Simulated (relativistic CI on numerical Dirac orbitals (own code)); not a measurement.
Hyperfine structure of Zr XIX, mass number 91

Method of calculation: Dirac-Coulomb-Breit CI, orbitals from a KLI potential per configuration, a model potential for QED, unscaled Slater integrals (own radial code, finite nucleus).

CI space (outside the closed core [Ne]): 3s²3p⁶3d⁴, 3s²3p⁵3d⁵, 3s3p⁶3d⁵, 3s²3p⁶3d³4s, 3s²3p⁶3d³4p, 3s²3p⁶3d³4d, 3s²3p⁶3d³4f, 3s²3p⁵3d⁴4s, 3s²3p⁶3d²4s4p, 3s²3p⁶3d³5s, 3s²3p⁶3d³5p, 3p⁶3d⁶, 3p⁵3d⁷, 3s²3p⁶3d²4s², 3s²3p⁶3d4s²4p, 3s²3p⁶3d4s²4d, 3s²3p⁶3d4s²4f, 3s²3p⁶3d²4p², 3s²3p⁶3d4s4p², 3s²3p⁶3d4p³, 3s²3p⁶3d4p²4d, 3s²3p⁶3d4p²4f. Double excitations out of closed p, d and f shells are left out; levels of such configurations are missing from the list, as are those of other unlisted configurations, and high levels can miss mixing partners. These lack a partner that the ground configuration has and come out too high: 3s²3p⁵3d⁴4s.

Nuclear spin I = 5/2, μ = -1.3022 μN, Q = -0.176 b (tables of Stone and Pyykkö). The electronic factors are computed for point nuclear moments, without core polarisation or the Bohr-Weisskopf and QED corrections.

```tsv
Level	E (cm⁻¹)	A (MHz)	B (MHz)
3s²3p⁶3d⁴ ⁵D1	5949.7	-338.7	-462
3s²3p⁶3d⁴ ⁵D2	13281.3	-899.1	-308
3s²3p⁶3d⁴ ⁵D3	20681.0	-1412	314
3s²3p⁶3d⁴ ⁵D4	27691.3	-1859	1350
3s²3p⁶3d⁴ ³H4	72255.1	-3119	-636
3s²3p⁶3d⁴ ³H5	83791.1	-2759	-879
3s²3p⁶3d⁴ ³P1	85303.6	-1706	77.6
3s²3p⁶3d⁴ ³G3	86076.0	-3152	-97.2
```

Levels with J = 0, under 50 % of one LS term, or S terms without an open s electron are left out. Small factors come from cancelling terms and can be off by tens of per cent or more.

At this charge energies of transitions that change n are usually good to better than 1 %, and those within a shell (Δn = 0) to a few per cent. Terms inside the open d or f shell come out 10 to 20 % too wide with unscaled integrals.

Question: Give the hyperfine levels of 3s²3p⁶3d⁴ ⁵D3 relative to its centre of gravity.

Answer: With K = F(F + 1) − I(I + 1) − J(J + 1), E = AK/2 + B[¾K(K + 1) − I(I + 1)J(J + 1)]/[2I(2I − 1)J(2J − 1)]: F = 1/2: 14310, F = 3/2: 12100, F = 5/2: 8465, F = 7/2: 3436, F = 9/2: -2918, F = 11/2: -10510 MHz.

LS names give the leading component of a level, which can be under half, so a name can repeat, a term be missing and a line seem to break the LS rules.
